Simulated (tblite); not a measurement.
C6H13PSe.
Numbering: `[Se:1]=[PH:2]1[CH2:3][CH2:4][CH2:5][CH2:6][CH2:7][CH2:8]1` (hydrogens: H9 on P2; H10, H11 on C3; H12, H13 on C4; H14, H15 on C5; H16, H17 on C6; H18, H19 on C7; H20, H21 on C8)

Computed with GFN2-xTB (tblite), gas phase: L-BFGS steps from a force-field or distance-geometry start until the largest atomic force falls under 0.01 eV/Å.

Step 42: E = -686.0425 eV
```
atom  x, y, z in Å  |  force x, y, z in eV/Å
Se1     0.4447    3.1694    1.8553   -0.010  -0.064  -0.018
P2     -0.0742    1.9085    0.2812    0.053  -0.058  -0.006
C3      1.3334    1.0116   -0.5099   -0.003  -0.032  -0.007
C4      1.6447   -0.3683    0.0674    0.009   0.033  -0.012
C5      0.7661   -1.4862   -0.4953   -0.032   0.060   0.051
C6     -0.6211   -1.5931    0.1320   -0.077   0.028  -0.001
C7     -1.5959   -0.4701   -0.2294   -0.042   0.042  -0.017
C8     -1.4561    0.7601    0.6581   -0.011   0.003   0.068
H9     -0.5825    2.5677   -0.8406   -0.036   0.081  -0.038
H10     2.1900    1.6801   -0.3582   -0.049  -0.053  -0.045
H11     1.1377    0.9368   -1.5834    0.038   0.026   0.013
H12     1.5673   -0.3420    1.1580   -0.007   0.014  -0.018
H13     2.6821   -0.6013   -0.1843    0.030   0.007   0.045
H14     1.2747   -2.4377   -0.3244    0.024   0.014   0.007
H15     0.6643   -1.3608   -1.5753    0.028  -0.002  -0.027
H16    -0.5206   -1.6406    1.2182   -0.009  -0.036   0.013
H17    -1.0599   -2.5370   -0.1971   -0.005  -0.032  -0.011
H18    -1.4806   -0.1922   -1.2785    0.022  -0.011  -0.034
H19    -2.6158   -0.8435   -0.1019    0.019  -0.019  -0.016
H20    -1.3591    0.4611    1.7042    0.087   0.010   0.095
H21    -2.3483    1.3943    0.6034   -0.029  -0.010  -0.041
```

Step 43: E = -686.0445 eV
```
atom  x, y, z in Å  |  force x, y, z in eV/Å
Se1     0.4444    3.1702    1.8499    0.019  -0.016   0.042
P2     -0.0747    1.9083    0.2816    0.002  -0.091  -0.029
C3      1.3293    1.0104   -0.5127    0.015  -0.050  -0.028
C4      1.6443   -0.3670    0.0673    0.006   0.005   0.013
C5      0.7664   -1.4879   -0.4918   -0.023   0.041   0.025
C6     -0.6237   -1.5927    0.1313   -0.051   0.026   0.001
C7     -1.5926   -0.4653   -0.2323   -0.028   0.038  -0.022
C8     -1.4539    0.7587    0.6650   -0.030  -0.018   0.054
H9     -0.5926    2.5671   -0.8358   -0.027   0.073  -0.052
H10     2.1860    1.6794   -0.3699   -0.031  -0.035  -0.028
H11     1.1320    0.9287   -1.5846    0.015   0.037  -0.017
H12     1.5663   -0.3374    1.1572   -0.013   0.011   0.007
H13     2.6833   -0.6003   -0.1800    0.004   0.016   0.030
H14     1.2760   -2.4391   -0.3171    0.006   0.035   0.009
H15     0.6676   -1.3666   -1.5734    0.028  -0.006  -0.008
H16    -0.5250   -1.6395    1.2179   -0.014  -0.046   0.009
H17    -1.0648   -2.5357   -0.1989    0.011  -0.018  -0.007
H18    -1.4621   -0.1799   -1.2773    0.014  -0.006  -0.047
H19    -2.6153   -0.8371   -0.1228    0.025  -0.009   0.003
H20    -1.3515    0.4519    1.7087    0.085   0.023   0.080
H21    -2.3484    1.3907    0.6173   -0.013  -0.011  -0.035
```

Step 44: E = -686.0461 eV
```
atom  x, y, z in Å  |  force x, y, z in eV/Å
Se1     0.4445    3.1675    1.8469    0.038   0.005   0.071
P2     -0.0746    1.9060    0.2803   -0.047  -0.069  -0.041
C3      1.3278    1.0087   -0.5157    0.012  -0.046  -0.038
C4      1.6441   -0.3658    0.0677   -0.002  -0.018   0.030
C5      0.7655   -1.4875   -0.4895   -0.010   0.015  -0.001
C6     -0.6264   -1.5922    0.1316   -0.012   0.015   0.002
C7     -1.5913   -0.4621   -0.2340   -0.001   0.018  -0.011
C8     -1.4531    0.7571    0.6700   -0.027  -0.026   0.029
H9     -0.5998    2.5695   -0.8328   -0.007   0.044  -0.043
H10     2.1833    1.6786   -0.3786   -0.004  -0.012  -0.008
H11     1.1313    0.9230   -1.5863   -0.007   0.038  -0.052
H12     1.5638   -0.3331    1.1569   -0.018   0.009   0.030
H13     2.6844   -0.5997   -0.1744   -0.011   0.016   0.015
H14     1.2765   -2.4385   -0.3150   -0.008   0.041   0.018
H15     0.6685   -1.3680   -1.5720    0.024  -0.005   0.006
H16    -0.5273   -1.6392    1.2184   -0.024  -0.047   0.001
H17    -1.0678   -2.5356   -0.1988    0.021   0.001  -0.005
H18    -1.4501   -0.1733   -1.2766    0.006   0.003  -0.049
H19    -2.6147   -0.8335   -0.1363    0.006  -0.004   0.016
H20    -1.3447    0.4472    1.7128    0.071   0.030   0.054
H21    -2.3490    1.3877    0.6249    0.000  -0.008  -0.020
```

Q: Estimate the geometry and energy of step 45. (The exact step hangs on the optimiser's Hessian estimate; all steps are aligned on step 44, rigid shifts and turns removed.)

A: E = -686.0473 eV, largest force 0.072 eV/Å
```
atom  x, y, z in Å  |  force x, y, z in eV/Å
Se1     0.4449    3.1655    1.8461    0.039  -0.009   0.055
P2     -0.0752    1.9035    0.2789   -0.062  -0.013  -0.035
C3      1.3271    1.0068   -0.5186   -0.002  -0.022  -0.038
C4      1.6441   -0.3653    0.0684   -0.013  -0.026   0.032
C5      0.7649   -1.4871   -0.4876    0.002  -0.008  -0.018
C6     -0.6287   -1.5917    0.1316    0.025  -0.002  -0.001
C7     -1.5909   -0.4597   -0.2353    0.013  -0.004  -0.011
C8     -1.4532    0.7557    0.6740   -0.014  -0.020   0.007
H9     -0.6051    2.5723   -0.8317    0.013   0.010  -0.019
H10     2.1814    1.6779   -0.3846    0.011   0.001   0.003
H11     1.1309    0.9200   -1.5887   -0.017   0.029  -0.064
H12     1.5625   -0.3301    1.1572   -0.022   0.011   0.038
H13     2.6854   -0.5989   -0.1704   -0.018   0.010   0.006
H14     1.2770   -2.4375   -0.3125   -0.018   0.038   0.025
H15     0.6703   -1.3698   -1.5710    0.017   0.000   0.018
H16    -0.5295   -1.6405    1.2185   -0.032  -0.039  -0.006
H17    -1.0699   -2.5354   -0.1993    0.026   0.015  -0.008
H18    -1.4422   -0.1685   -1.2769   -0.005   0.005  -0.025
H19    -2.6146   -0.8314   -0.1450   -0.001   0.003   0.019
H20    -1.3385    0.4452    1.7169    0.051   0.031   0.020
H21    -2.3496    1.3855    0.6297    0.008  -0.008  -0.002
```

The energy changes by -0.0012 eV. The first-order estimate −F·Δx gives -0.0016 eV and the mean of the old and new forces, exact on a quadratic surface, -0.0012 eV. The step makes an angle of 70° with the force vector and moves no atom by more than 0.009 Å.

What follows is the cost of the whole relaxation. On one thread of an Arm Neoverse V2, shared host with 96 logical CPUs at a one-minute load of 25, this took 0.57 s wall.
